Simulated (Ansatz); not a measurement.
AsH3 (SMILES [AsH3]) at its CCSD(T)/cc-pVTZ minimum, average atomic masses, point group C3v.
(charge 0, multiplicity 1):
```xyz
4

As     0.0002     0.0002     0.0326
H     -0.2827     1.2372    -0.8116
H     -0.9411    -0.8656    -0.7966
H      1.2092    -0.3844    -0.8121
```

Correlated levels freeze the cores. Filled d and f shells under p-block atoms count as core.

Programs: Ansatz (a first-principles code). Each number belongs to the level named beside it.

Harmonic frequencies (cm⁻¹): 929 1022 1022 2209 2217 2217.

Problem. Work out the rotational constants, the zero-point energy, and the ideal-gas entropy and heat capacity at 298.15 K and 1 bar (rigid rotor, harmonic oscillator).

Solution. 
Principal moments 4.495, 4.495, 4.894 u Å² give 16.8576/I = 3.750, 3.750, 3.444 cm⁻¹. Zero point: Σω/2 = 4808 cm⁻¹ = 13.75 kcal/mol. Translation R(1.5 ln M + 2.5 ln T − 1.1517) with M = 77.946 u: 163.18 J/(mol K). Rotation with σ = 3: q = 253.2, S = R(ln q + 3/2) = 58.49. Vibration, summed over R(u/(eᵘ − 1) − ln(1 − e⁻ᵘ)) with u = 1.43878ω/T: 1.24, of which the lowest mode gives 0.52. S° = 222.9 J/(mol K); C_p = 4R + 4.96 = 38.22 J/(mol K).
